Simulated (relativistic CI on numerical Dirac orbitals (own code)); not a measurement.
## Sensitivity of the levels of W²⁵⁺ to α and to the nuclear radius

Calculated at this level of theory: Dirac-Coulomb-Breit CI, separate exchange-only KLI orbitals for each configuration, derivatives by finite differences, unscaled Slater integrals, QED left out (own radial code, finite nucleus).

CI space (outside the closed core [Kr] 4d10): 4f³, 4f²5s, 4f5s², 4f²5p, 4f5s5p, 4f²5d, 4f5p², 4f5s5d. Levels of other configurations are missing.

With x = (α/α₀)² − 1 an excitation energy changes as ω = ω₀ + qx; K = 2q/ω₀ is the relative enhancement. Terms are leading LS components, so labels can repeat. The field-shift factor is F = δν/δ⟨r²⟩ for the transition from the lowest level.

Lowest level 4f³ ⁴I°9/2.

| Level | ω₀ (cm⁻¹) | q (cm⁻¹) | F (GHz/fm²) |
| --- | --- | --- | --- |
| 4f³ ⁴I°11/2 | 19568.6 | 21740 | 0.93 |
| 4f³ ⁴I°13/2 | 36512.3 | 35820 | 1.58 |
| 4f³ ⁴F°3/2 | 39410.1 | 2391 | 0.428 |
| 4f³ ²H°9/2 | 46428.9 | 16970 | 1.01 |
| 4f³ ⁴I°15/2 | 51337.7 | 44870 | 2.03 |
| 4f³ ⁴F°5/2 | 52559.2 | 17280 | 1.07 |
| 4f³ ⁴S°3/2 | 57477.4 | 22420 | 1.28 |
| 4f³ ⁴F°7/2 | 58167.5 | 22640 | 1.31 |
| 4f³ ⁴G°5/2 | 61715.4 | 12100 | 0.972 |
| 4f³ ⁴G°7/2 | 70377.2 | 26610 | 1.55 |
| 4f³ ⁴F°9/2 | 72803.5 | 41430 | 2.09 |
| 4f³ ²K°13/2 | 74061.7 | 29660 | 1.7 |
| 4f³ ²H°11/2 | 74456.2 | 39580 | 2.04 |

At this charge energies of transitions that change n are usually good to better than 1 %, and those within a shell (Δn = 0) to a few per cent. Terms inside the open d or f shell come out 10 to 20 % too wide with unscaled integrals.

Task: Which transition from the lowest level has the largest |K|?

Result: 4f³ ⁴I°11/2 at 19568.6 cm⁻¹, K = 2.22.
